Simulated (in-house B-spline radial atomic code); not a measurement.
Pb³⁺. Computed with a B-spline radial atomic code. Model: all-electron spherical atom, spin shells full or empty, radial basis limit, no spin-orbit coupling, Breit or QED, empty-state partial waves extrapolated as (l+1/2)^-4, RPA, G0W0 and static COHSEX of the highest shell as one setting changes (uncorrelated shells keep exact exchange).

In a row where one electron alone is correlated, RPA and GW hold only self-correlation.

Without the two-electron picture change, core correlation of heavy ions comes too large.

Given: element Pb; charge 3; filled core Xe; hamiltonian one-electron scalar X2C; mean-field start Hartree-Fock; highest l of empty states 9; nuclear rms radius 5.5012 fm; highest mean-field shell 6s up.

Shell: 4f 7 7, 5d 5 5, 6s 1 0 (electrons up and down).

```tsv
lowest nl shells left uncorrelated	RPA correlation energy (hartree)	G0W0 level (eV)	G0W0 minus most complete (meV)	COHSEX level (eV)
0	-6.7353	-42.628	0	-44.02
1	?	?	?	?
2	?	?	?	?
3	-5.6614	-42.628	0.3	-44.019
4	-5.4647	-42.632	-3.9	-44.029
5	-4.8574	-42.631	-2.4	-44.027
6	-3.8524	-42.62	8.1	-44.009
7	-3.67	-42.642	-13.9	-44.057
8	-3.1244	-42.643	-14.8	-44.063
9	-2.2101	-42.613	15.9	-44.015
10	-2.0283	-42.664	-35.6	-44.108
11	-0.83334	-42.508	120.7	-43.871
12	-0.48704	-42.446	182.6	-43.779
13	-0.010638	-41.283	1345.9	-41.85
```

What follows for lowest nl shells left uncorrelated = 1?

RPA correlation energy -6.4901 hartree; G0W0 level -42.628 eV; G0W0 minus most complete 0.1 meV; COHSEX level -44.019 eV.

What follows for lowest nl shells left uncorrelated = 2?

RPA correlation energy -6.2768 hartree; G0W0 level -42.629 eV; G0W0 minus most complete -0.8 meV; COHSEX level -44.022 eV.
